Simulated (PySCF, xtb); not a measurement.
Bi(H)2(OMe) (CH₅BiO), SMILES C[O][BiH2].

Harmonic wavenumbers (cm⁻¹) from GFN2-xTB (xtb 6.7.1) at its own minimum, in rising order: 164, 214, 240, 406, 578, 606, 836, 1076, 1145, 1157, 1416, 1475, 1500, 1792, 1805, 2879, 2904, 2953.

Q: What does B3LYP-D3(BJ)/def2-SVP (PySCF) give at its own minimum? (An estimate is asked for; the answer gives what the named calculation found.)

A: 158, 178, 228, 485, 561, 613, 781, 1107, 1169, 1180, 1457, 1461, 1479, 1736, 1738, 2940, 2994, 3046. Paired by order, the mean absolute difference is 41 cm⁻¹ and the zero-point energies are 33.1 and 33.3 kcal/mol.
